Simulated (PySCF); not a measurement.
**Excitation energy of Ta²⁺ by level of theory**

Ta²⁺ [Xe] 4f14 5d3 (4F) → Ta²⁺ [Xe] 4f14 5d2 6s1 (4F), as a difference of total energies. All numbers are calculated (PySCF 2.14, scalar relativity by spin-free X2C-1e, in x2c-TZVPPall with one added diffuse shell each of s, p, d, f type (12s8p8d4f1g, 113 functions)). Correlated levels: valence: [Xe] 4f14 frozen. The calculations carry no spin-orbit coupling.

| method | excitation energy (eV) |
| --- | --- |
| UHF | 0.769 |
| MP2 (valence) | 0.800 |
| SCS-MP2 (valence) | 0.779 |
| CCSD (valence) | 0.800 |
| CCSD(T) (valence) | 0.800 |

**Question.** How much does correlation contribute at CCSD(T) (valence)?

**Answer.** 0.800 − (0.769) = 0.031 eV, measured against UHF.

A first-order spin-orbit estimate (lowest level to lowest level, LS coupling) adds -0.038 eV.
